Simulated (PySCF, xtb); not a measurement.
hex-1-yne (C₆H₁₀), SMILES C(C#C)CCC.

xtb with GFN2-xTB at its own geometry gives an orbital gap of 6.89 eV and a dipole moment of 0.68 D.

Geometry: PBE-D3(BJ)/def2-SVP. One conformer was computed; it need not be the lowest.

Problem. What does PBE/def2-TZVP in PySCF give? (The exact figures need the calculation; the answer reports its results.)

Solution. gap 6.25 eV (levels -6.35 and -0.11 eV), dipole 0.79 D.
